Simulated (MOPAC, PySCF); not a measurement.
HF$_{3}$Si, SMILES `F[SiH](F)F`, neutral singlet in the gas phase. 

Z-matrix (Å, degrees):
```
Si
F 1 1.5789
F 1 1.5789 2 108.31
F 1 1.5789 2 108.31 3 -117.25
H 1 1.4561 2 110.61 3 121.37
```
Charge 0, spin multiplicity 1.

All levels are single points at this geometry (B3LYP-D3(BJ)/def2-TZVP); Pople sets use spherical d functions. Orbital energies aren't observables, and empty levels follow the basis.

HF/STO-3G in PySCF gives dipole (D) = 1.08.

Q: Estimate the dipole (D) from each of these levels: B3LYP-D3(BJ)/def2-TZVP in PySCF; PBE-D3(BJ)/def2-TZVP in PySCF; B3LYP/3-21G in PySCF; B3LYP/6-311+G** in PySCF; M06-2X/6-31G* in PySCF; HF/3-21G in PySCF; HF/6-31G* in PySCF; PM3 in MOPAC.

A: 
```tsv
level	dipole (D)
B3LYP-D3(BJ)/def2-TZVP in PySCF	1.34
PBE-D3(BJ)/def2-TZVP in PySCF	1.23
B3LYP/3-21G in PySCF	1.57
B3LYP/6-311+G** in PySCF	1.59
M06-2X/6-31G* in PySCF	1.35
HF/3-21G in PySCF	1.98
HF/6-31G* in PySCF	1.54
PM3 in MOPAC	1.11
```
